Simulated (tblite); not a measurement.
C4H7O5S (charge -1).
Z-matrix (Å and degrees, GFN2-xTB geometry), rows numbered from 1:
```
C 
O   1  1.4117
C   2  1.3694  1  114.04
O   3  1.2154  2  121.92  1    29.28
C   3  1.5305  2  109.54  1  -176.46
C   5  1.5052  3  107.86  2   143.48
S   6  1.8252  5   99.77  3   -58.72
O   7  1.4836  6  101.19  5    41.50
O   7  1.4536  6  108.89  5   160.87
O   7  1.4552  6  105.91  5   -76.46
H   1  1.0922  2  109.18  3    64.46
H   1  1.0895  2  106.67  3  -175.59
H   1  1.0947  2  110.25  3   -55.36
H   5  1.0954  3  107.97  2   -93.85
H   5  1.0898  3  108.30  2    25.58
H   6  1.0849  5  114.26  3  -175.61
H   6  1.0847  5  112.48  3    55.15
```

Method: GFN2-xTB as coded in tblite; computed harmonic values from a numerical Hessian at the method's own geometry, unscaled. The method is semi-empirical: single wavenumbers can be off by several per cent or more. One conformer, not necessarily the lowest.

Harmonic wavenumbers (cm⁻¹): 47.6, 93.9, 106.8, 127.9, 165.8, 223.7, 257.2, 300.9, 313.3, 379.9, 420.4, 471.0, 479.7, 532.5, 544.0, 651.5, 694.1, 809.4, 850.8, 919.4, 968.5, 1013.5, 1046.5, 1068.1, 1110.6, 1117.1, 1135.6, 1146.7, 1168.0, 1178.6, 1207.3, 1296.8, 1373.7, 1420.1, 1442.6, 1443.7, 1480.9, 1691.6, 2919.7, 2935.8, 2973.0, 2999.4, 3002.9, 3018.3, 3037.8.

A = 2300, B = 865.5, C = 818.1 MHz; mass 167.001 u (most abundant isotopes); point group C1, symmetry number 1.

Task: What is the zero-point energy?

Result: Half the sum of the wavenumbers: 25793 cm⁻¹ = 308.55 kJ/mol.

Task: Entropy at 400 K, 1 bar (ideal gas, RRHO, classical rotation)?

Result: Translation 178.79, rotation 127.80, vibration 170.56: S = 477.2 J/(mol K).

Task: And Cp and H(400 K) − H(0)?

Result: Cp = 204.06 J/(mol K), of which vibrations give 170.80 (their classical limit is 45 R = 374.2); H(400 K) − H(0) = 48.99 kJ/mol without the zero-point energy, 35.69 from vibrations.

Task: What must be added to the electronic energy to get the Gibbs energy at 400 K and 1 bar?

Result: ZPE + [H(400 K) − H(0)] − T·S = 308.55 + 48.99 − 190.86 = 166.68 kJ/mol.

Task: Blend soft modes into free rotors: weight 1/[1 + (100 cm⁻¹/ν̃)⁴] for the oscillator and the rest for a rotor with moment μB/(μ + B), μ = h/(8π²ν), B = 10⁻⁴⁴ kg m². What vibrational entropy results?

Result: 159.52 J/(mol K) in place of 170.56, which changes −T·S at 400 K by +4.42 kJ/mol.

Task: How do the functions run with temperature in this model?

Result: 
```json
{"T (K)": "150", "S (J/(mol K))": "332.5", "Cp (J/(mol K))": "103.9", "H − H(0) (kJ/mol)": "10.09", "G − H(0) (kJ/mol)": "-39.78", "ln q(vib)": "2.95"}
{"T (K)": "250", "S (J/(mol K))": "395.6", "Cp (J/(mol K))": "146.0", "H − H(0) (kJ/mol)": "22.61", "G − H(0) (kJ/mol)": "-76.28", "ln q(vib)": "5.70"}
{"T (K)": "298.15", "S (J/(mol K))": "423.0", "Cp (J/(mol K))": "165.6", "H − H(0) (kJ/mol)": "30.12", "G − H(0) (kJ/mol)": "-95.99", "ln q(vib)": "7.02"}
{"T (K)": "600", "S (J/(mol K))": "571.4", "Cp (J/(mol K))": "260.8", "H − H(0) (kJ/mol)": "95.89", "G − H(0) (kJ/mol)": "-246.98", "ln q(vib)": "15.01"}
{"T (K)": "900", "S (J/(mol K))": "687.8", "Cp (J/(mol K))": "311.7", "H − H(0) (kJ/mol)": "182.50", "G − H(0) (kJ/mol)": "-436.53", "ln q(vib)": "22.22"}
```

q(vib) and H(0) count from the zero-point level.

Hindered rotation and anharmonicity are outside this model. Other conformers, if any are populated, would add a mixing term that is left out. The structure is chiral; the term R ln 2 for an equal mix with its mirror image is left out.
